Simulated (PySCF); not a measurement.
BFH2. Atoms are numbered in the order given.

```xyz
4

B      0.0000     0.0000     0.6712
H      0.0000    -1.0593     1.2294
H      0.0000     1.0593     1.2294
F      0.0000     0.0000    -0.6461
```
Charge 0, spin multiplicity 1.

Geometry: PBE0-D3(BJ)/def2-TZVPD.

Method: KT2/pcSseg-2 (PySCF).

GIAO shieldings, no solvent; atoms alike by connectivity are averaged. δ = σ(ref) − σ: ¹¹B against BF3 (σ = 89.2 ppm); ¹H against TMS (σ = 31.47 ppm); ¹⁹F against CFCl3 (σ = 125.1 ppm), references at their B3LYP-D3(BJ)/def2-TZVP geometries, non-relativistic.

```tsv
atoms	nucleus	count	δ (ppm)
B1	¹¹B	1	?
H2, H3	¹H	2	5.68
F4	¹⁹F	1	-12.5
```

### Question
What belongs in the gaps? (The exact figures need the calculation; the answer reports its results.)

### Answer

- B1, δ (ppm): 45.1
